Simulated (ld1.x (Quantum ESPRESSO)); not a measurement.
## Logarithmic derivatives: dysprosium (Dy), PAW

ld1.x (Quantum ESPRESSO) 7.5 input, shortened:

```
&input
   title='Dy', zed=66., rel=2, dft='BLYP', iswitch=3,
   config='[Xe] 4f10 5d0 6s2 6p0', rel_dist='average'
 /
 &inputp
   pseudotype=3, lpaw=.true., tm=.true., lloc=-2, rcloc=1.45,
   nlcc=.true., new_core_ps=.true.,
   which_augfun='BESSEL', rmatch_augfun=0.40
 /
8
5S  1  0   2.00   0.00  1.70  2.10  0.0
6S  2  0   2.00   0.00  1.70  2.10  0.0
5P  2  1   6.00   0.00  2.05  2.45  0.0
6P  3  1   0.00   0.00  2.05  2.45  0.0
5D  3  2   0.00   0.00  1.90  2.65  0.0
5D  3  2   0.00   1.05  1.90  2.65  0.0
4F  4  3  10.00   0.00  0.50  0.70  0.0
4F  4  3   0.00   0.50  0.50  0.70  0.0
 &test
   configts(1)='4f10 5s2 5p6 5d0 6s2 6p0'
 /
```

Open shells are filled in proportion to 2j + 1 (rel_dist='average').

The phase is arctan(r·u′/u) with u = r·R(r), unwrapped; energies in Ry, scanned from -6 to 5 Ry. A pole is an energy at which the radial function vanishes at the test radius. The pseudo phase is shifted by a multiple of π to meet the all-electron one at the reference energy, and phase errors are pseudo minus all-electron; the curves can meet again beyond the range given. Levels narrower than the energy grid can be missing from the lists of poles.

```json
{"channel": "s", "radius (bohr)": "2.91", "reference energy (Ry)": "-0.27", "poles, all-electron": "-3.53, 2.53", "poles, pseudo": "-3.53, 2.43", "unbroken range about the reference energy with phases within 0.05 rad": "below 3.6", "phase error 1 Ry above the reference energy (rad)": "-0.002"}
{"channel": "p1/2", "radius (bohr)": "2.91", "reference energy (Ry)": "-0.09", "poles, all-electron": "-1.97, 3.61", "poles, pseudo": "-1.97, 3.66", "unbroken range about the reference energy with phases within 0.05 rad": "the whole range", "phase error 1 Ry above the reference energy (rad)": "+0.000"}
{"channel": "p3/2", "radius (bohr)": "2.91", "reference energy (Ry)": "-0.07", "poles, all-electron": "-1.57, 4.03", "poles, pseudo": "-1.57, 4.19", "unbroken range about the reference energy with phases within 0.05 rad": "the whole range", "phase error 1 Ry above the reference energy (rad)": "+0.005"}
{"channel": "d3/2", "radius (bohr)": "2.91", "reference energy (Ry)": "-0.09", "poles, all-electron": "0.74", "poles, pseudo": "0.74, 2.47", "unbroken range about the reference energy with phases within 0.05 rad": "below 2.4", "phase error 1 Ry above the reference energy (rad)": "+0.000"}
{"channel": "d5/2", "radius (bohr)": "2.91", "reference energy (Ry)": "-0.07", "poles, all-electron": "0.81", "poles, pseudo": "0.81", "unbroken range about the reference energy with phases within 0.05 rad": "the whole range", "phase error 1 Ry above the reference energy (rad)": "+0.000"}
{"channel": "f5/2", "radius (bohr)": "2.91", "reference energy (Ry)": "-0.25", "poles, all-electron": "-0.22, 3.63", "poles, pseudo": "-0.22, 3.62", "unbroken range about the reference energy with phases within 0.05 rad": "the whole range", "phase error 1 Ry above the reference energy (rad)": "+0.000"}
{"channel": "f7/2", "radius (bohr)": "2.91", "reference energy (Ry)": "-0.18", "poles, all-electron": "-0.15, 3.65", "poles, pseudo": "-0.15, 3.65", "unbroken range about the reference energy with phases within 0.05 rad": "the whole range", "phase error 1 Ry above the reference energy (rad)": "+0.000"}
```

The ghost test of this file was not conclusive.

Phases in the d3/2 channel:

| E (Ry) | all-electron | pseudo |
| --- | --- | --- |
| -6.00 | 1.429 | 1.429 |
| -5.74 | 1.425 | 1.425 |
| -5.48 | 1.422 | 1.422 |
| -5.22 | 1.418 | 1.418 |
| -4.96 | 1.414 | 1.414 |
| -4.70 | 1.409 | 1.409 |
| -4.44 | 1.404 | 1.404 |
| -4.18 | 1.399 | 1.399 |
| -3.92 | 1.393 | 1.393 |
| -3.66 | 1.386 | 1.386 |
| -3.40 | 1.379 | 1.379 |
| -3.14 | 1.370 | 1.370 |
| -2.88 | 1.361 | 1.361 |
| -2.62 | 1.349 | 1.349 |
| -2.36 | 1.336 | 1.336 |
| -2.10 | 1.319 | 1.319 |
| -1.84 | 1.298 | 1.298 |
| -1.58 | 1.272 | 1.272 |
| -1.32 | 1.235 | 1.235 |
| -1.06 | 1.180 | 1.180 |
| -0.80 | 1.088 | 1.088 |
| -0.54 | 0.902 | 0.902 |
| -0.28 | 0.384 | 0.384 |
| -0.02 | -0.726 | -0.726 |
| 0.24 | -1.273 | -1.273 |
| 0.50 | -1.472 | -1.472 |
| 0.76 | -1.576 | -1.576 |
| 1.02 | -1.645 | -1.645 |
| 1.28 | -1.702 | -1.702 |
| 1.54 | -1.758 | -1.758 |
| 1.80 | -1.819 | -1.819 |
| 2.06 | -1.897 | -1.897 |
| 2.32 | -2.011 | -2.015 |
| 2.58 | -2.204 | -5.316 |
| 2.84 | -2.587 | -5.684 |
| 3.10 | -3.281 | -6.347 |
| 3.36 | -3.899 | -6.983 |
| 3.62 | -4.212 | -7.318 |
| 3.88 | -4.372 | -7.489 |
| 4.14 | -4.467 | -7.588 |
| 4.40 | -4.529 | -7.653 |
| 4.66 | -4.574 | -7.699 |
| 4.92 | -4.608 | -7.734 |
